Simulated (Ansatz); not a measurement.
Start from `C[O][Sn]([OH])([F])[F]` and change one atom or group to get `C[O][Sn]([OH])([F])[Cl]`.

Ansatz, PBE0-D4/def2-TZVP geometries, multiplicity 1. Each molecule was computed in one conformer, which needn't be the lowest.

Elements past krypton have def2 core potentials.

```csv
property,`C[O][Sn]([OH])([F])[F]`
HOMO energy (ωB97M-V/def2-TZVPP) / eV,-11.28
size of the dipole moment (PBE/def2-TZVPP) / D,2.55
LUMO energy (B3LYP/def2-TZVPP) / eV,-2.77
LUMO energy (ωB97M-V/def2-TZVPP) / eV,-0.33
HOMO energy (PBE/def2-TZVPP) / eV,-7.19
HOMO–LUMO gap (PBE/def2-TZVPP) / eV,3.79
```

Give the same properties after the change, and the shifts. (Best estimate.)

Ansatz gave: 
```json
{"property": "HOMO energy (ωB97M-V/def2-TZVPP) / eV", "`C[O][Sn]([OH])([F])[Cl]`": "-11.13", "shift": "0.15"}
{"property": "size of the dipole moment (PBE/def2-TZVPP) / D", "`C[O][Sn]([OH])([F])[Cl]`": "2.41", "shift": "-0.14"}
{"property": "LUMO energy (B3LYP/def2-TZVPP) / eV", "`C[O][Sn]([OH])([F])[Cl]`": "-2.68", "shift": "0.09"}
{"property": "LUMO energy (ωB97M-V/def2-TZVPP) / eV", "`C[O][Sn]([OH])([F])[Cl]`": "-0.27", "shift": "0.06"}
{"property": "HOMO energy (PBE/def2-TZVPP) / eV", "`C[O][Sn]([OH])([F])[Cl]`": "-7.06", "shift": "0.13"}
{"property": "HOMO–LUMO gap (PBE/def2-TZVPP) / eV", "`C[O][Sn]([OH])([F])[Cl]`": "3.75", "shift": "-0.04"}
```

With PBE0 the HOMO rises by 0.14 eV and the LUMO rises by 0.06 eV, so the gap narrows by about 0.08 eV. PBE moves the HOMO by 0.13 eV and ωB97M-V by 0.15 eV. Dipoles are sizes alone; their direction can turn.

B3LYP here is the variant with VWN-RPA as its local correlation; programs differ in this.
